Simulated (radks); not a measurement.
Task: Coherent X-ray form factor from a spherical all-electron density. Method: scalar-relativistic Kohn-Sham, PBEsol, spin-polarised, spherical densities, finite nucleus; Fermi nuclear charge, rms radius of each element as measured or else 0.836 A^(1/3) + 0.57 fm; computed with a radial shooting solver on a logarithmic mesh with Libxc functionals.

sin(theta)/lambda (1/angstrom)  f0 (electrons)
0.05                                     3.713
0.1                                      3.080
0.15                                     2.475
0.2                                      2.063
0.25                                     1.824
0.3                                      1.685
0.4                                      1.512
0.5                                      1.352
0.6                                      1.184
0.8                                      0.867
1                                        0.615
1.25                                     0.398
1.5                                      0.261
2                                        0.120

The species is in the configuration that NIST lists as its ground one. Which atom or ion scatters so?

Result: Neutral beryllium, [He] 2s2. Extrapolating in s^2 from the first two rows gives f0(0) = 3.9, near the electron count 4; among species with that count, the fall with angle is slower the higher Z, and the table is that of Z = 4; from so few rows the species is fixed only to a neighbour or two.
